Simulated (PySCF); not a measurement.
Species: C3H3BCl2.
SMILES with atom numbers: `[CH3:1][C:2]#[C:3][B:4]([Cl:5])[Cl:6]`

Lines to be assigned: B 1s: 198.23 eV; C 1s: 290.28 (area 1), 291.07 (area 1), 292.13 (area 1) eV; Cl 1s: 2828.83 eV; Cl 2p3/2: 206.25 eV.

Method: delta-SCF UKS SCAN, pcX-2 on the ionised atom, pcseg-1 elsewhere, spin-free X2C in PySCF. Isolated species at its PBE0-D3(BJ)/def2-SVP geometry, gas phase.

(1) Assign the C 1s lines to atoms.

## Answers

(1) 290.28 eV: C3 (alkyne carbon); 291.07 eV: C2 (alkyne carbon); 292.13 eV: C1 (propargylic carbon). The listed C 1s values span 1.85 eV, from C3 (bonded to C (triple bond) and B) to C1 (bonded to C and 3 H). The widest gap between neighbouring values is 1.06 eV, between 291.07 and 292.13 eV. Summing the Pauling electronegativity differences to the bonded atoms, each weighted by its formal bond order, gives -0.51 for the lowest site and -1.05 for the highest; the largest sum, 0.00, belongs to C2, 1.06 eV below the top. The smallest sum, -1.05, belongs to C1, 1.85 eV above the lowest.

Bonded neighbours of each site: C1: C and 3 H; C2: C (triple bond) and C; C3: C (triple bond) and B; B4: 2 Cl and C; Cl5/Cl6: B.

Which effective nuclear charge Zeff reproduces each element's mean 1s value in the hydrogen-like formula E = 13.606 eV × Zeff²?

B (Z = 5): mean 198.2 eV, Zeff = 3.82, Z − Zeff = 1.18; C (Z = 6): mean 291.2 eV, Zeff = 4.63, Z − Zeff = 1.37; Cl (Z = 17): mean 2828.8 eV, Zeff = 14.42, Z − Zeff = 2.58. Means run over the listed sites, weighted by atom count.

One atom of each set of topologically equivalent atoms was ionised and stands for the set; in this conformer not all members are related by symmetry, and their own values weren't computed. Spin contamination (⟨S²⟩ against 0.75 for a pure doublet) is marked for C 1s of C2 (0.88), which makes this value less certain. For 2p shells one spin-free hole was relaxed; a mean-field spin–orbit operator and the ground-state splitting of the three 2p orbitals were then diagonalised within the shell. The shell's mean is (2 × 2p3/2 + 2p1/2)/3, and the degeneracies 2j + 1 give areas of 2:1. 2p1/2 minus 2p3/2 (ligand field included): Cl 1.65 eV.
